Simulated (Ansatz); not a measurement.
CH4FInO, SMILES `[CH3][In]([OH])[F]`, 8 atoms. Charge 0, multiplicity 1. Correlated methods include outer-core shells of In, which these sets cover unevenly. In: def2 effective core potential. All runs use 2 threads of a server CPU on a shared host. Correlated methods freeze the cores.

Question: How many basis functions does each run have, and how long does it take in Ansatz? RKS r2SCAN-D4/def2-TZVPP energy and forces; RHF-CCSD(T)/def2-TZVPP energy; RKS r2SCANh-D4/def2-TZVPP energy; direct RPA on PBE orbitals/def2-TZVPP energy; RKS PBE0-D4/def2-QZVPP energy; RKS ωB97M-V/def2-QZVPP energy; RKS PBE0-D4/def2-TZVP relaxation (5 steps); RKS ωB97M-V/def2-SVP energy; RKS ωB97X-V/def2-TZVPP energy; RKS PBE0-D4/def2-SVP energy; RHF-MP2/def2-QZVPP energy; RKS BHLYP-D4/def2-TZVPP energy. (An estimate is asked.)

Answer: The calculation gave: Other jobs shared the machine, so times are rough.

```json
{"level": "RKS PBE0-D4/def2-SVP", "job": "energy", "functions": "88", "wall time": "1.5 s", "peak host memory (GiB)": "0.16"}
{"level": "RKS BHLYP-D4/def2-TZVPP", "job": "energy", "functions": "199", "wall time": "3.2 s", "peak host memory (GiB)": "0.41"}
{"level": "RKS r2SCANh-D4/def2-TZVPP", "job": "energy", "functions": "199", "wall time": "5 s", "peak host memory (GiB)": "0.4"}
{"level": "RKS r2SCAN-D4/def2-TZVPP", "job": "energy and forces", "functions": "199", "wall time": "5.5 s", "peak host memory (GiB)": "0.23"}
{"level": "RKS ωB97M-V/def2-SVP", "job": "energy", "functions": "88", "wall time": "7 s", "peak host memory (GiB)": "0.25"}
{"level": "RKS PBE0-D4/def2-QZVPP", "job": "energy", "functions": "373", "wall time": "7.5 s", "peak host memory (GiB)": "0.93"}
{"level": "direct RPA on PBE orbitals/def2-TZVPP", "job": "energy", "functions": "199", "wall time": "8 s", "peak host memory (GiB)": "0.43"}
{"level": "RKS ωB97X-V/def2-TZVPP", "job": "energy", "functions": "199", "wall time": "9 s", "peak host memory (GiB)": "0.49"}
{"level": "RHF-MP2/def2-QZVPP", "job": "energy", "functions": "373", "wall time": "18 s", "peak host memory (GiB)": "1.5"}
{"level": "RKS ωB97M-V/def2-QZVPP", "job": "energy", "functions": "373", "wall time": "20 s", "peak host memory (GiB)": "1.2"}
{"level": "RKS PBE0-D4/def2-TZVP", "job": "relaxation (5 steps)", "functions": "167", "wall time": "24 s", "peak host memory (GiB)": "0.36"}
{"level": "RHF-CCSD(T)/def2-TZVPP", "job": "energy", "functions": "199", "wall time": "2.5 min", "peak host memory (GiB)": "2.8"}
```
